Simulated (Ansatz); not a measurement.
**Worked example: a bond strength in MoO3 (molybdenum trioxide)**

MoO3: 4 atoms, total charge 0, spin state singlet. SMILES: `[O]=[Mo](=[O])=[O]`. The shape was relaxed beforehand at r2SCAN/def2-SVP.

```xyz
4

O    -0.9664   -0.1443    1.2674
Mo   -0.1463   -0.3539   -0.2108
O     1.5113   -0.6026    0.0923
O    -0.3429    1.0405   -1.1693
```

Wanted: the dissociation energy of the O3–Mo2 bond into triplet O and singlet MoO2 (shapes relaxed at r2SCAN/def2-SVP, no zero-point term). 1 Eh = 2625.50 kJ/mol = 27.2114 eV. Totals in Eh; open shells run unrestricted unless said.

```
                            level  program         MoO3   triplet O  singlet MoO2
   HF/def2-TZVPP (core potential)   Ansatz  -292.177195  -74.815624   -217.242656
  PBE/def2-TZVPP (core potential)   Ansatz  -293.894169  -75.009672   -218.619236
B3LYP/def2-TZVPP (core potential)   Ansatz  -294.073013  -75.096275   -218.738251
```

Work out the dissociation energy at each level.


1. HF/def2-TZVPP (core potential): (-74.815624) + (-217.242656) − (-292.177195) = 0.118915 Eh = 312.2 kJ/mol = 3.24 eV.
2. PBE/def2-TZVPP (core potential): (-75.009672) + (-218.619236) − (-293.894169) = 0.265261 Eh = 696.4 kJ/mol = 7.22 eV.
3. B3LYP/def2-TZVPP (core potential): (-75.096275) + (-218.738251) − (-294.073013) = 0.238487 Eh = 626.1 kJ/mol = 6.49 eV.

The levels span 312 to 696 kJ/mol; no measured value is set beside them. Hartree–Fock lacks the correlation of the bonding electrons, so it comes out low. A fragment with an even electron count was run as a singlet and may have a lower triplet. A bond enthalpy at 298 K also holds the loss of zero-point energy and thermal terms.
